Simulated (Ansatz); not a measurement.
Ni₂O₂, relaxed as a quintet with UKS PBE-D4/def2-SVP in Ansatz, starting from the PBE-D4/def2-SVP geometry of the neutral singlet. Force threshold 0.02 eV/Å.

The structure comes from a short search, and lower isomers may exist.

Start:

Cartesian coordinates in Å:
```
Ni -0.305 -0.256 -0.343
Ni 0.795 1.121 1.061
O 1.054 -0.504 0.658
O -1.544 -0.360 -1.376
```

```csv
step,energy (eV),largest force component (eV/Å),SCF passes
1,-86148.3287,2.395,219
2,-86148.4137,1.408,87
3,-86148.4766,0.180,100
4,-86148.5009,0.232,110
5,-86148.5103,0.247,85
6,-86148.5125,0.287,88
7,-86148.5195,0.212,81
8 (rejected),-86148.4661,0.750,90
9,-86148.5230,0.062,73
10 (rejected),-86148.5212,0.227,67
11,-86148.5232,0.018,69
```

Force components are those of the run's own axes.

End:

Cartesian coordinates in Å:
```
Ni -0.1959 -0.4630 -0.4666
Ni 0.6686 1.1420 0.9542
O 1.1224 -0.5046 0.7865
O -1.5950 -0.1745 -1.2741
```

By distances, no bond broke or formed. The bond that changes most is Ni1–O3, from 1.71 to 1.82 Å (atoms count from 1).

No frequencies were taken in this run, so the end may be a saddle point.

Hardware: 4 threads of Arm Neoverse V2 on a shared host. Wall time 34 s.
